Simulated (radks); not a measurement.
Effect of the nuclear size on neutral neon, [Ne]. Calculated with a radial shooting solver on a logarithmic mesh with Libxc functionals: Dirac Kohn-Sham, BLYP, spin-unpolarised, spherical densities, finite nucleus; Fermi nuclear charge, rms radius 3.0055 fm. The rms radius is varied about that value; shifts are against it.

| rms radius (fm) | total energy shift (eV) | density at nucleus (e/bohr^3) | 1s1/2 shift (meV) |
|---|---|---|---|
| 2.4825 | -0.000379 | 649.3 | -0.156 |
| 2.759 | -0.000187 | 648.8 | -0.077 |
| 3.0055 | 0 | 648.4 | 0.000 |
| 3.2099 | 0.000167 | 648.1 | 0.069 |
| 3.3181 | 0.000260 | 648 | 0.107 |

Slopes of the eigenvalues against <r^2> in GHz/fm^2, as finite differences over the two radii next to the reference (eigenvalue slopes, not the field-shift constants of lines): 1s1/2 13.1.
